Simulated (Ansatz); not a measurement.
Consider the substitution at a C–C bond: `CCOC(C)(C)C` + `[OH][GeH2][I]` → `C[O][GeH2][I]` + `COC(C)(C)C`.

Calculated with Ansatz (gas phase, PBE0-D4/def2-TZVP geometries, no zero-point term in ΔE). CBS: MP2 limit from def2 TZ/QZ plus the TZ coupled-cluster correction, frozen cores. DFT in def2-TZVPP. B3LYP here is the variant with VWN-RPA as its local correlation; programs differ in this. HSE06 is defined as in plane-wave codes. def2 core potentials past Kr. For Ge, I outer-core shells are correlated without core-valence functions, which leaves a few kJ/mol of doubt a bond. Scalar relativity is left out up to krypton. Each species was taken in one conformer, which may not be the lowest.

```
             level  ΔE (kJ/mol)  difference from CCSD(T)/CBS
       LDA (SPW92)         78.3                          2.8
            PBE-D4         73.6                         -1.9
         revPBE-D4         72.9                         -2.6
            B97M-V         73.3                         -2.2
           PBE0-D4         75.3                         -0.2
          B3LYP-D4         69.6                         -5.9
        r2SCANh-D4         75.7                          0.2
        r2SCAN0-D4         76.5                          1.0
          HSE06-D4         75.3                         -0.2
          BHLYP-D4         70.2                         -5.3
      CAM-B3LYP-D4         71.0                         -4.5
           ωB97X-V         71.5                         -4.0
           ωB97M-V         74.6                         -0.9
            B2PLYP         72.2                         -3.3
          PBE-QIDH         77.1                          1.6
               PBE         73.2                         -2.3
              BLYP         67.1                         -8.4
            r2SCAN         74.7                         -0.8
             B3LYP         69.3                         -6.2
           r2SCANh         75.3                         -0.2
           r2SCAN0         76.0                          0.5
             HSE06         74.9                         -0.6
             BHLYP         70.5                         -5.0
         CAM-B3LYP         70.6                         -4.9
           LC-ωPBE         75.1                         -0.4
RPA@PBE/def2-TZVPP         67.5                         -8.0
       HF/def2-SVP         62.8                        -12.7
      MP2/def2-SVP         75.7                          0.2
     CCSD/def2-SVP         69.8                         -5.7
  CCSD(T)/def2-SVP         70.0                         -5.5
     HF/def2-TZVPP         66.9                         -8.6
    MP2/def2-TZVPP         78.3                          2.8
SCS-MP2/def2-TZVPP         73.4                         -2.1
   CCSD/def2-TZVPP         73.3                         -2.2
CCSD(T)/def2-TZVPP         73.7                         -1.8
     HF/def2-QZVPP         66.7                         -8.8
SCS-MP2/def2-QZVPP         74.6                         -0.9
      HF/CBS(def2)         66.6                         -8.9
     MP2/CBS(def2)         80.1                          4.6
    CCSD/CBS(def2)         75.0                         -0.5
       CCSD(T)/CBS         75.5                            0
```

Largest T1 diagnostic among the species: 0.010.

Leaving LDA and LC-ωPBE aside and taking each functional with its dispersion term where it has one, the values, not all of them listed here, spread over 9.5 kJ/mol, from BLYP-D4 to PBE-QIDH. LDA lies +5.1 kJ/mol from PBE without D4. From BLYP to BHLYP (50 % exact exchange), in def2-TZVPP and without D4, ΔE moves by +3.3 kJ/mol.

CCSD(T)/CBS has its own doubt, a few kJ/mol and more with outer-core shells, so smaller differences from it don't rank the levels.
